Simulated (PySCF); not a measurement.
PySCF input for CH3BrMgO, SMILES C[O][Mg][Br], PBE0-D3(BJ)/def2-SVP. Geometry optimised at PBE0-D3(BJ)/def2-SVP. The structure was generated by enumeration; whether it is a known compound was not checked. The values are those of a single conformer.

```python
import numpy as np
from pyscf import gto, scf, dft, df
from pyscf.hessian import thermo

mol = gto.M(
    atom='''
    Mg   -0.00000001   -0.00000000   -0.60243606
    Br    0.00000000   -0.00000000    1.74277517
    O    -0.00000000    0.00000000   -2.36238130
    C     0.00000001   -0.00000000   -3.73567329
    H    -0.88939954   -0.51349506   -4.15160267
    H    -0.00000001    1.02699013   -4.15160266
    H     0.88939955   -0.51349506   -4.15160267
    ''',
    basis='def2-SVP',
    charge=0,
    spin=0,
    max_memory=1600,
    verbose=3,
)
mf = dft.RKS(mol, xc='pbe0').density_fit(auxbasis='def2-universal-jkfit')
mf.disp = 'd3bj'
mf.grids.level = 3
mf.conv_tol = 1e-11
mf.max_cycle = 100
mf.kernel()

# [left out here: the lines that compute and print the analytic Hessian (its translational invariance restored by hand, since the grid's response is missing), thermochemistry and intensities]
```

Output:

```
converged SCF energy = -2888.47695883628

WARN: DFTD3 does not support analytical Hessian, using finite difference


WARN: Mole.unit (angstrom) is changed to Bohr

Mode                                 0                   1                   2
Irrep
Freq [cm^-1]                       72.1368             72.1729            146.7290
Reduced mass [au]                   4.1957              4.1966             10.6986
Force const [Dyne/A]                0.0129              0.0129              0.1357
Char temp [K]                     103.7888            103.8407            211.1103
Normal mode                   x     y     z       x     y     z       x     y     z
       0  Mg                 0.11 -0.00 -0.00    0.00  0.11  0.00   -0.14  0.00 -0.00
       1  Br                -0.03  0.00  0.00   -0.00 -0.03 -0.00    0.02 -0.00  0.00
       2   O                 0.11 -0.00 -0.00    0.00  0.11  0.00    0.17 -0.00 -0.00
       3   C                -0.14  0.00 -0.00   -0.00 -0.14  0.00   -0.02  0.00 -0.00
       4   H                -0.22  0.01  0.16   -0.01 -0.22  0.10   -0.08 -0.00  0.11
       5   H                -0.22  0.01  0.01   -0.01 -0.22 -0.18   -0.08  0.00  0.00
       6   H                -0.22  0.01 -0.16   -0.01 -0.22  0.09   -0.08  0.00 -0.12
Mode                                 3                   4                   5
Irrep
Freq [cm^-1]                      146.7443            275.4848            689.7206
Reduced mass [au]                  10.6929             10.9674              9.2743
Force const [Dyne/A]                0.1357              0.4904              2.5994
Char temp [K]                     211.1324            396.3613            992.3543
Normal mode                   x     y     z       x     y     z       x     y     z
       0  Mg                -0.00 -0.14  0.00    0.00  0.00  0.07    0.00  0.00 -0.16
       1  Br                 0.00  0.02 -0.00   -0.00  0.00 -0.07   -0.00  0.00  0.01
       2   O                 0.00  0.17  0.00    0.00 -0.00  0.12    0.00 -0.00  0.06
       3   C                -0.00 -0.02  0.00   -0.00  0.00  0.13   -0.00  0.00  0.13
       4   H                -0.00 -0.08  0.07   -0.00 -0.00  0.13   -0.00 -0.00  0.14
       5   H                -0.00 -0.08 -0.13    0.00  0.00  0.13    0.00  0.00  0.14
       6   H                 0.00 -0.08  0.07    0.00 -0.00  0.13    0.00 -0.00  0.14
Mode                                 6                   7                   8
Irrep
Freq [cm^-1]                     1188.0436           1188.0555           1312.6745
Reduced mass [au]                   1.2921              1.2921             11.3965
Force const [Dyne/A]                1.0745              1.0745             11.5700
Char temp [K]                    1709.3302           1709.3473           1888.6463
Normal mode                   x     y     z       x     y     z       x     y     z
       0  Mg                 0.00  0.00  0.00   -0.00  0.00  0.00   -0.00  0.00  0.03
       1  Br                -0.00 -0.00 -0.00    0.00 -0.00 -0.00    0.00 -0.00 -0.00
       2   O                 0.00  0.05 -0.00   -0.05  0.00 -0.00    0.00 -0.00 -0.19
       3   C                -0.00 -0.13 -0.00    0.13 -0.00  0.00   -0.00  0.00  0.17
       4   H                -0.07  0.25 -0.32   -0.17  0.08  0.54    0.02  0.01  0.08
       5   H                 0.00  0.12  0.63   -0.30  0.00  0.01    0.00 -0.02  0.08
       6   H                 0.08  0.26 -0.31   -0.17 -0.07 -0.55   -0.02  0.01  0.08
Mode                                 9                  10                  11
Irrep
Freq [cm^-1]                     1475.0808           1475.1013           1481.7067
Reduced mass [au]                   1.0400              1.0400              1.1422
Force const [Dyne/A]                1.3333              1.3333              1.4775
Char temp [K]                    2122.3129           2122.3423           2131.8461
Normal mode                   x     y     z       x     y     z       x     y     z
       0  Mg                 0.00 -0.00 -0.00   -0.00 -0.00 -0.00    0.00  0.00 -0.01
       1  Br                -0.00  0.00  0.00    0.00  0.00  0.00    0.00 -0.00  0.00
       2   O                 0.00 -0.01  0.00   -0.01 -0.00  0.00    0.00  0.00  0.03
       3   C                 0.00 -0.05  0.00   -0.05 -0.00  0.00   -0.00  0.00  0.10
       4   H                -0.37  0.49  0.18    0.04 -0.36  0.32    0.19  0.11 -0.49
       5   H                -0.02 -0.17 -0.37    0.69 -0.00 -0.01    0.00 -0.22 -0.49
       6   H                 0.37  0.47  0.19    0.06  0.38 -0.31   -0.19  0.11 -0.49
Mode                                12                  13                  14
Irrep
Freq [cm^-1]                     2976.6080           3048.9040           3048.9098
Reduced mass [au]                   1.0314              1.1047              1.1047
Force const [Dyne/A]                5.3843              6.0505              6.0505
Char temp [K]                    4282.6762           4386.6940           4386.7024
Normal mode                   x     y     z       x     y     z       x     y     z
       0  Mg                 0.00  0.00  0.00    0.00 -0.00 -0.00    0.00  0.00  0.00
       1  Br                 0.00 -0.00 -0.00   -0.00  0.00 -0.00   -0.00 -0.00  0.00
       2   O                 0.00  0.00 -0.00   -0.00  0.00 -0.00   -0.00 -0.00 -0.00
       3   C                -0.00 -0.00 -0.05    0.00 -0.09  0.00    0.09  0.00 -0.00
       4   H                 0.46  0.27  0.20    0.31  0.15  0.13   -0.55 -0.33 -0.24
       5   H                -0.00 -0.53  0.20    0.00  0.72 -0.27    0.02 -0.02  0.01
       6   H                -0.46  0.27  0.20   -0.34  0.17  0.14   -0.53  0.32  0.23
temperature 298.1500 [K]
pressure 101325.00 [Pa]
Rotational constants [GHz] 158.45388 0.90938 0.90938
Symmetry number 3
Zero-point energy (ZPE) 0.04237 [Eh]   111241.177 [J/mol]
                           tot       elec      trans        rot        vib
Entropy [J/mol/K]       332.173      0.000    169.945     96.759     65.469
Cv [J/mol/K]             71.495      0.000     12.472     12.472     46.551
Cp [J/mol/K]             79.809      0.000     20.786     12.472     46.551
Internal energy [J/mol]                      3718.434   3718.434 120449.482
Internal energy [Eh]   -2888.42825  -2888.47696
Enthalpy [J/mol]                             6197.391   3718.434 120449.482
Enthalpy [Eh]          -2888.42731
Gibbs free energy [J/mol]                  -44471.805 -25130.370 100930.041
Gibbs free energy [Eh] -2888.46503
mode   freq/cm-1   IR/(km/mol)
   1       72.14         1.030
   2       72.17         1.035
   3      146.73        72.122
   4      146.74        72.118
   5      275.48         5.967
   6      689.72        62.247
   7     1188.04         0.002
   8     1188.06         0.002
   9     1312.67       402.561
  10     1475.08         0.644
  11     1475.10         0.645
  12     1481.71        35.681
  13     2976.61       158.948
  14     3048.90        59.135
  15     3048.91        59.149
max |gradient| / (hartree/bohr): 2.6300895098357483e-05
APT charges: [ 1.2318 -0.5515 -1.0939  0.6907 -0.0924 -0.0924 -0.0924]
```

The run converged.

Cost: very roughly 50 core-seconds.
